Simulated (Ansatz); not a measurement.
Consider the ligand exchange at the Si–N bond: `[SiH3][SiH2]N[SiH2][SiH3]` + `[OH][AlH2]` → `[AlH2][O][SiH2][SiH3]` + `N[SiH2][SiH3]`.

Gas-phase electronic energies from Ansatz, PBE0-D4/def2-TZVP geometries. CBS: MP2 limit from def2 TZ/QZ plus the TZ coupled-cluster correction, frozen cores. This one scheme is used for every species. DFT in def2-TZVPP. B3LYP here is the variant with VWN-RPA as its local correlation; programs differ in this. One conformer a species, not always the lowest.

```csv
species,B3LYP energy (Eh)
`[SiH3][SiH2]N[SiH2][SiH3]`,-1219.52436
`[OH][AlH2]`,-319.56693
`[AlH2][O][SiH2][SiH3]`,-901.05826
`N[SiH2][SiH3]`,-638.05583
```

Task: Work out ΔE.

Result: ΔE = (-901.05826) + (-638.05583) − (-1219.52436) − (-319.56693) = -0.02280 Eh = -59.9 kJ/mol. CCSD(T)/CBS gives -48.0 kJ/mol.

Largest T1 diagnostic among the species: 0.013.

The D4 term adds +9.4 kJ/mol with B3LYP and +5.4 kJ/mol with PBE0; it sums over pairs of atoms, weighted by their polarisabilities, and B3LYP, whose exchange is more repulsive, gets the larger term. Leaving LDA and LC-ωPBE aside and taking each functional with its dispersion term where it has one, the values, not all of them listed here, spread over 17.3 kJ/mol, from B2PLYP to revPBE-D4. LDA lies +6.9 kJ/mol from PBE without D4.
